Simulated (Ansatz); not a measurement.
A run on `[F][SnH][O][SiH3]` radical with other settings.

```yaml
crystal:
  periodic: [false, false, false]
  atoms:
    - {symbol: F, position_ang: [-1.607295, 1.731735, 1.020337]}
    - {symbol: Sn, position_ang: [-0.420697, 1.874538, -0.493479]}
    - {symbol: O, position_ang: [0.210005, 0.039323, -0.694426]}
    - {symbol: Si, position_ang: [0.713760, -1.182680, 0.276906]}
    - {symbol: H, position_ang: [-1.435740, 2.176269, -1.877067]}
    - {symbol: H, position_ang: [1.729066, -1.982093, -0.456731]}
    - {symbol: H, position_ang: [-0.427240, -2.061325, 0.643633]}
    - {symbol: H, position_ang: [1.330340, -0.652868, 1.525026]}
basis:
  gaussian: {orbitals: x2c-TZVPPall}
magnetization: {spin_polarized: true, initial_magnetization: 1}
hamiltonian: {xc: {name: wB97}}
```

```sh
$ ansatz run in.yaml --threads 4 --pin off --events-out ev --progress --plain --max-ram 10444MiB
```

Shortened log:

```
Functional definition: wB97
  name "wB97"
  cite "Chai & Head-Gordon, J. Chem. Phys. 128, 084106 (2008) doi:10.1063/1.2834918"
  cite "Becke, J. Chem. Phys. 107, 8554 (1997) doi:10.1063/1.475007"
  parameter omega = 0.4/bohr
  parameter cx1 = 1.13116
  parameter cx2 = -2.74915
  parameter cx3 = 12.0900
  parameter cx4 = -5.71642
  parameter css1 = -2.55352
  parameter css2 = 11.8926
  parameter css3 = -26.9452
  parameter css4 = 17.0927
  parameter cos1 = 3.99051
  parameter cos2 = -17.0066
  parameter cos3 = 1.07292
  parameter cos4 = 8.88211
  # The coefficients of nought are those of the uniform gas.
  exchange = spin_sum(e_x_unif_sr(omega)*poly(b97_u_x, 1, cx1, cx2, cx3, cx4)) + exact_x_lr(omega)
  correlation = spin_sum(e_c_pw_same_spin*poly(b97_u_same, 1, css1, css2, css3, css4))
      + integral(e_c_pw_opposite_spin*poly(b97_u_opposite, 1, cos1, cos2, cos3, cos4))
1413 factors; their error is unknown
389 factors; integrals over basis functions are off by at most 2.5e-5 eV
mean field evaluation 1: about -180813.9511 eV, gradient 4.5e1 eV
mean field evaluation 2: about -180807.7823 eV, gradient 6.5e1 eV
mean field evaluation 4: about -180820.8753 eV, gradient 2.7e0 eV
mean field evaluation 8: about -180820.9084 eV, gradient 9.0e-2 eV
mean field evaluation 16: about -180820.8838 eV, gradient 4.1e-4 eV
mean field -180820.88383725 eV, -6645.0449162216 hartree, gradient 3.4e-5 eV, S^2 0.756764; 0 other end points of the search recorded, 0 dependent functions left out
reference -180820.88382745 eV, -6645.0449158616 hartree; 43, 42 occupied and 177, 178 virtual orbitals, 1413 factors
Total energy: -180820.88382745 eV, -6645.0449158616 hartree
Relativity: scalar
```

It took 6 s on 4 threads of an Intel Xeon 6975P-C on a shared host, with 0.67 GiB of host memory at the peak.
